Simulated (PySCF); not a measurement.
BBrH2.

```xyz
4

B      0.0000     0.0000     1.5596
H      0.0000     1.0471     2.1111
H      0.0000    -1.0471     2.1111
Br     0.0000     0.0000    -0.3434
```

Geometry optimised at B3LYP-D3(BJ)/def2-TZVP.

Level of theory: PBE0/pcSseg-2 (PySCF). Non-relativistic, no solvent.

Computed absolute GIAO shielding of each atom: isotropic value and principal components (ppm):
```
atom  σ(iso)     σ11     σ22     σ33    span
----  ------  ------  ------  ------  ------
B1      11.1   -43.4   -39.2   115.8   159.1
H2      23.6    17.7    24.7    28.4    10.7
H3      23.6    17.7    24.7    28.4    10.7
Br4   1925.3  1019.3  1808.9  2947.7  1928.4
```
